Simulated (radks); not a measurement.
Q: Te V, 48 electrons, occupied as [Kr] 4d10 5s2. Method: scalar-relativistic Kohn-Sham, r2SCAN, spin-polarised, spherical densities, finite nucleus; meta-GGA in the generalised Kohn-Sham scheme; Fermi nuclear charge, rms radius 4.7423 fm; computed with a radial shooting solver on a logarithmic mesh with Libxc functionals. Some entries of the table are withheld. Estimate them.

orbital  occ.  eigenvalue (eV)  <r> (bohr)  <1/r> (bohr^-1)
1s          2        -31728.92     0.02782              (1)
2s          2        -4919.317      0.1198            12.73
2p          6        -4417.483      0.1048            12.18
3s          2        -1020.532      0.3214            4.560
3p          6        -856.2834         (2)            4.331
3d         10        -608.3771      0.2967            4.088
4s          2        -211.8336      0.7655            1.815
4p          6        -160.6546      0.8205            1.660
4d         10         -85.6110      0.9592            1.380
5s          2         -53.3247       1.870           0.6973

A: 
(1) 1s <1/r> (bohr^-1): 55.57
(2) 3p <r> (bohr): 0.3197
